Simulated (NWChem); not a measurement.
# C₂H₆F₂Si; SMILES [SiH](CC)(F)F

```xyz
11

Si     0.0000    -0.6190    -0.4366
F     -1.2928    -1.0555     0.4349
F      1.2949    -1.0521     0.4335
C     -0.0020     1.2183    -0.6776
C     -0.0002     2.0201     0.6240
H      0.0003    -1.4178    -1.6855
H      0.8770     1.4692    -1.2979
H     -0.8831     1.4684    -1.2953
H      0.0007     3.1032     0.4295
H      0.8869     1.7895     1.2331
H     -0.8868     1.7912     1.2347
```
Atoms are numbered in this order, from 1.

Computed with NWChem. Pople sets run with spherical d functions. Geometry: optimised at PBE0/def2-SVP. Ions are spin-unrestricted doublets at the neutral geometry; other ion states weren't tried.

For level CAM-B3LYP/6-31+G*:

```
Quantity                               Result
-------------------------------------  ------
vertical ionisation energy, ΔSCF (eV)   11.35
−ε(HOMO) (eV)                           10.36
```

Problem. Estimate the same quantities for level B3LYP/6-31+G*.

Solution. 
- vertical ionisation energy, ΔSCF (eV): 11.13
- −ε(HOMO) (eV): 8.74
